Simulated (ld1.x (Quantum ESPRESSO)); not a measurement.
**Which change was made? (As, TM)**

| Property | Result |
| --- | --- |
| Element | arsenic |
| Generator | ld1.x (Quantum ESPRESSO) 7.5 |
| Type | norm-conserving Troullier–Martins (Kleinman–Bylander form) |
| Functional | PW91 |
| Relativity | scalar-relativistic |
| Frozen core | [Ar] 3d10 |
| Valence charge | 5 |
| Reference configuration | 4s2 4p2 (charge +1) |
| Partial waves | 4s (bound): rc 1.20 bohr; 4p (bound): rc 1.30 bohr |
| Local potential | all-electron potential smoothed inside 1.10 bohr (lloc = -1) |
| Core correction | Bessel-smoothed model core inside 0.60 bohr |

Cutoffs, loose and tight: the cutoffs (Ry, on a coarse ladder) from which the occupation-weighted sum of valence levels, in a spherical-Bessel basis at the reference potential, stays within 10 and 1 mRy of its value at 400 Ry. They do not see the model core or the augmentation charge, which bear on the density cutoff. Test errors are all-electron minus pseudo excitation energies from the reference, over the configurations 4s2 4p3; 4s2 4p1; 4s2 4p0; 4s1 4p3; 4s2 4p2.5; 4s1 4p0; 4s1 4p4; variants that change the core or the reference have their own tests. The largest error is taken over the tests solved by every variant that gives reliable tests at all, those not shown here included: 4s1 4p0; 4s2 4p0; 4s2 4p1.

The base gives: outcome: generated; cutoff, loose: 80 Ry; cutoff, tight: 180 Ry; bound ghosts: s, d; largest test error (meV): -426.

Task: After one change the result is: outcome: generated; cutoff, loose: 260 Ry; cutoff, tight: 300 Ry; bound ghosts: p, s, d; largest test error (meV): -509. Which change was it?
A. wave 4p (bound): rc 1.30 bohr becomes 4p (bound): rc 1.08 bohr
B. wave 4p (bound): rc 1.30 bohr becomes 4p (bound): rc 1.56 bohr
C. wave 4p (bound): rc 1.30 bohr becomes 4p (bound): rc 1.22 bohr
D. wave 4p (bound): rc 1.30 bohr becomes 4p (bound): rc 0.94 bohr

Result: A. The others give: wave 4p (bound): rc 1.30 bohr becomes 4p (bound): rc 1.56 bohr → outcome: generated; cutoff, loose: 60 Ry; cutoff, tight: 160 Ry; bound ghosts: s, d; largest test error (meV): -387 | wave 4p (bound): rc 1.30 bohr becomes 4p (bound): rc 1.22 bohr → outcome: generated; cutoff, loose: 100 Ry; cutoff, tight: 230 Ry; bound ghosts: s, d; largest test error (meV): -443 | wave 4p (bound): rc 1.30 bohr becomes 4p (bound): rc 0.94 bohr → outcome: generated; bound ghosts: s; largest test error (meV): -623.
